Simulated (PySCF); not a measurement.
Work out the structure from these simulated measurements.

Elements present: C, H and O. Monoisotopic mass: 144.0786 u.

| Quantity | Value |
| --- | --- |
| Rotational structure | rotational constants A, B, C: 2.202, 0.978, 0.821 GHz [GFN2-xTB] |
| NMR, other nuclei | isotropic shieldings of nuclei other than C and H, by class: -100 (1 O), 35 (1 O), 306 (1 O) ppm [GIAO PBE0/pcSseg-1] |
| 1H NMR | chemical shifts (computed TMS as zero) by class: 4.04 (1 H), 3.76 (1 H), 3.72 (1 H), 3.72 (1 H), 3.23 (1 H), 1.21 (3 H), 0.98 (3 H), 0.55 (1 H) ppm [GIAO PBE0/pcSseg-1] |
| Dipole | 5.97 D [PBE0/pcSseg-1] |
| 13C NMR | chemical shifts (computed TMS as zero) by class: 173.4 (1 C), 77.3 (1 C), 74.2 (1 C), 43.7 (1 C), 40.5 (1 C), 24.6 (1 C), 15.2 (1 C) ppm [GIAO PBE0/pcSseg-1] |

Gas-phase values; electronic properties from PySCF, density fitting. Levels stand in brackets. Isolated species at its GFN2-xTB geometry (one conformer only). NMR classes are plain means over equivalent atoms (diastereotopic ones count apart unless rotation or inversion swaps them), as if these changed places fast.

Task: Which formula fits the mass and the elements?

Result: C7H12O3 (calculated 144.0786). No other formula that holds each of these elements comes within 0.0003 u with a fitting electron parity and a possible valence count.

Task: Give a SMILES that accounts for the data.

Result: Numbering: `[CH3:1][C:2]([CH3:3])([CH2:4][OH:5])[C@@H:6]1[CH2:7][C:8](=[O:9])[O:10]1`. Its formula, C7H12O3, gives 2 degrees of unsaturation: 1 ring and 1 π bond in the structure found. 7 carbons fall into 7 classes; from least to most shielded: ester carbonyl carbon [C8] (173.4 ppm), ring sp3 carbon bound to oxygen [C6] (77.3 ppm), carbinol carbon (C–OH) [C4] (74.2 ppm), sp3 carbon next to a carbonyl [C7] (43.7 ppm), quaternary sp3 carbon [C2] (40.5 ppm), methyl carbon [C3] (24.6 ppm), methyl carbon [C1] (15.2 ppm). Hydrogen classes from least to most shielded: 1 H on an sp3 carbon bound to oxygen, C6 (4.04 ppm), 1 H on a carbinol carbon (C–OH), C4 (3.76 ppm), 1 H on an sp3 carbon next to a carbonyl, C7 (3.72 ppm), 1 H on a carbinol carbon (C–OH), C4 (3.72 ppm), 1 H on an sp3 carbon next to a carbonyl, C7 (3.23 ppm), 3 H on a methyl carbon, C1 (1.21 ppm, a mean of values up to 1.4 ppm apart in this geometry), 3 H on a methyl carbon, C3 (0.98 ppm, a mean of values up to 1.1 ppm apart in this geometry), 1 H on an alcohol oxygen, O5 (0.55 ppm). The other shieldings belong to: -100 ppm, ester carbonyl oxygen [O9]; 35 ppm, ester single-bonded oxygen [O10]; 306 ppm, alcohol oxygen [O5]. The optimised geometry has point group C1 and is an asymmetric top. Structure: `CC(C)(CO)[C@@H]1CC(=O)O1`. Computed isomers that give other values at the same levels: `C=CCO[C@H](C)C(=O)OC` (13C chemical shifts (computed TMS as zero) by class: 180.8 (1 C), 147.5 (1 C), 125.3 (1 C), 74.4 (1 C), 73.6 (1 C), 53.5 (1 C), 22.5 (1 C) ppm); `COCC(=O)OCC1CC1` (13C chemical shifts (computed TMS as zero) by class: 177.7 (1 C), 73.8 (1 C), 72.6 (1 C), 59.9 (1 C), 12.4 (1 C), 5.0 (2 C) ppm); `C/C=C(\CCOC)C(=O)O` (13C chemical shifts (computed TMS as zero) by class: 172.0 (1 C), 154.6 (1 C), 137.1 (1 C), 78.2 (1 C), 61.2 (1 C), 31.3 (1 C), 16.6 (1 C) ppm). The assignments are read from this structure; whether some other isomer fits the data as well wasn't checked. The mirror image fits equally.

Shape of the structure used: `[CH3:1][C:2]([CH3:3])([CH2:4][OH:5])[C@@H:6]1[CH2:7][C:8](=[O:9])[O:10]1`: C1–C2–C4–O5 -59°, C1–C2–C6–C7 49°, H–O5–C4–C2 177°.
